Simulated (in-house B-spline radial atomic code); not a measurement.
Checks on a self-consistent run for Xe⁵⁺, [Kr] 4d10 5s2 (5p1/2)1. Method: Dirac-Hartree-Fock, average of the jj configuration, Fermi nucleus of rms radius 4.7859 fm. Calculated with a radial B-spline atomic code at the basis-set limit.

| orbital | q | ε (Eh) | <1/r> | <r²> | small-component weight |
| --- | --- | --- | --- | --- | --- |
| 1s1/2 | 2 | -1279.55283 | 58.1104 | 0.00096343 | 0.039645 |
| 2s1/2 | 2 | -204.73850 | 13.6114 | 0.0153983 | 0.0085308 |
| 2p1/2 | 2 | -191.95636 | 13.5543 | 0.0114168 | 0.0085185 |
| 2p3/2 | 4 | -179.97655 | 12.4658 | 0.0126908 | 0.0080755 |
| 3s1/2 | 2 | -45.26708 | 4.88445 | 0.106129 | 0.0025628 |
| 3p1/2 | 2 | -39.91643 | 4.78461 | 0.101245 | 0.0024942 |
| 3p3/2 | 4 | -37.57597 | 4.51851 | 0.108996 | 0.0023766 |
| 3d3/2 | 4 | -28.28231 | 4.36296 | 0.0911826 | 0.0022439 |
| 3d5/2 | 6 | -27.79459 | 4.2945 | 0.0934183 | 0.0022087 |
| 4s1/2 | 2 | -10.65335 | 1.95274 | 0.57805 | 0.00072154 |
| 4p1/2 | 2 | -8.67444 | 1.84274 | 0.632983 | 0.00065907 |
| 4p3/2 | 4 | -8.19190 | 1.76075 | 0.677775 | 0.00062471 |
| 4d3/2 | 4 | -4.92385 | 1.5298 | 0.857653 | 0.00049197 |
| 4d5/2 | 6 | -4.84134 | 1.50988 | 0.874639 | 0.00048293 |
| 5s1/2 | 2 | -2.86891 | 0.76902 | 3.21447 | 0.00015766 |
| 5p1/2 | 1 | -2.42420 | 0.695196 | 3.87377 | 0.00013357 |

Electron-electron repulsion V_ee = 2639.8573 hartree.

Q: What total energy follows from the eigenvalues?

A: The eigenvalues count the repulsion twice, so E = Σqε - V_ee = -4801.298 - 2639.857 = -7441.155 hartree; the run printed -7441.155.

Q: Does the Dirac virial theorem hold?

A: For a point nucleus E = -2c²Σq·w, with w the small-component weight. Here Σq·w = 0.19811 and c = 137.0360, so the ratio E/(-2c²Σq·w) is 1.000065; the finite nucleus accounts for the departure from 1.

Q: What diamagnetic shielding (Lamb formula) and susceptibility (Langevin formula) do the radii give?

A: σ = (α²/3)Σq<1/r> = 333.092/(3·137.036²) = 5912.5 ppm, and χ = -0.79199×10⁻⁶·Σq<r²> = -20.59×10⁻⁶ cm³/mol with Σq<r²> = 25.997 bohr². Both are non-relativistic formulas without the paramagnetism of open shells; for so heavy an element the full relativistic shielding is larger by tens of per cent.
